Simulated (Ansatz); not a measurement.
Mulliken charges of `F[SiH2]C1=C[SiH2]1` from ωB97M-V/def2-TZVPP in Ansatz (PBE0-D4/def2-TZVP geometry).

```tsv
atom	x (Å)	y (Å)	z (Å)	charge (e)
F1	0.123	2.459	1.042	-0.320
Si2	0.072	0.923	1.487	0.540
C3	0.078	-0.126	-0.017	-0.216
C4	0.574	-1.290	-0.450	-0.229
Si5	-0.431	-0.519	-1.730	0.233
H6	-1.188	0.713	2.241	-0.047
H7	1.253	0.668	2.348	-0.051
H8	1.208	-2.054	-0.014	0.139
H9	-1.798	-1.002	-2.028	-0.025
H10	0.193	0.177	-2.876	-0.023
```

Task: By hand: the dipole of these point charges (1 e Å = 4.8032 D).

Result: Σ q r = (-0.049, -0.419, 0.063) e Å, of length 0.427 e Å = 2.05 D.

Task: How does the dipole of the full density compare? (Best estimate.)

Result: The calculation gave: (0.015, -0.344, -0.034) e Å, 1.66 D; the point charges give 1.23 times that, at 17° from its direction.

Point charges leave out the atoms' own dipoles, such as those of lone pairs, and Mulliken's split depends on the basis, so the two needn't agree.
